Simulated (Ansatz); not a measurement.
Basis-set extrapolation for BClH5NSi (`NB[SiH2]Cl`) (PBE0-D4/def2-TZVP geometry, frozen core, Ansatz). Multiplicity 1, RHF reference.

```json
{"": "HF", "def2-TZVPP": "-830.620494", "def2-QZVPP": "-830.646237"}
{"": "MP2 correlation", "def2-TZVPP": "-0.626338", "def2-QZVPP": "-0.677353"}
{"": "CCSD(T) correlation", "def2-TZVPP": "-0.704550", "def2-QZVPP": "not run"}
```

Energies in hartree. Use E(X) = E(∞) + A·exp(−7.88·√X) for Hartree–Fock and E(X) = E(∞) + B·X^(−2.97) for correlation, with X = 3 and 4, and add CCSD(T) minus MP2 of the smaller set to the MP2 limit.

Question: What is the CCSD(T) energy at the basis-set limit?

Answer: HF limit: -830.646237 + (-0.025743) × 0.13774 = -830.64978. MP2 limit: -0.677353 + (-0.051015) × 0.74074 = -0.71514. Higher-order term: -0.704550 − (-0.626338) = -0.07821. Total: -831.44313 hartree, 310.0 kJ/mol below CCSD(T)/def2-TZVPP.
